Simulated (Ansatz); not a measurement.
`COB[SiH3]` → `BOC` + `[SiH2]` at 700 K and 1 bar (silylene loss).

Program: Ansatz. Geometries: PBE0-D4/def2-TZVP. ΔE: electronic, gas phase. CCSD(T)/CBS adds triple-zeta CCSD(T) − MP2 to the extrapolated MP2 energy (def2 sets, frozen cores). This one scheme is used for every species. One conformer a species, not always the lowest.

| species | CCSD(T)/CBS energy (Eh) | H − E (kJ/mol) | S (J/(mol·K)) |
| --- | --- | --- | --- |
| `COB[SiH3]` | -431.31805 | 285.0 | 446.7 |
| `BOC` | -141.04597 | 216.3 | 339.4 |
| `[SiH2]` | -290.19011 | 56.3 | 240.4 |

H − E and S are ideal-gas, rigid-rotor, harmonic terms from PBE0-D4/def2-TZVP, for one conformer and one mirror image of each species. 1 Eh = 2625.50 kJ/mol, R = 8.31446 J/(mol·K).

Problem. By hand: ΔE, ΔH, ΔS and ΔG.

Solution. ΔE = (-141.04597) + (-290.19011) − (-431.31805) = 0.08197 Eh = 215.2 kJ/mol. Δ(H − E) = 216.3 + 56.3 − 285.0 = -12.4, so ΔH = 202.8 kJ/mol. ΔS = 339.4 + 240.4 − 446.7 = 133.1 J/(mol·K). ΔG = 202.8 − 700 × (133.1)/1000 = 109.6 kJ/mol.

Problem. By hand: the equilibrium constant, and the temperature at which ΔG would vanish if ΔH and ΔS stayed fixed.

Solution. log₁₀ K = −ΔG/(RT ln 10) = -8.2. ΔG = 0 at ΔH/ΔS = 1524 K.

The number of gas molecules changes by +1, which sets the sign of ΔS. A doubt of 5 kJ/mol in ΔE shifts log₁₀ K by 0.4 here. Other conformers and mirror images would add mixing entropy, several J/(mol·K) or more a flexible species. These are equilibria of isolated gas molecules and say nothing of rates. Largest T1 diagnostic: 0.014 (customary marks: 0.02 for closed shells, 0.045 for open ones).
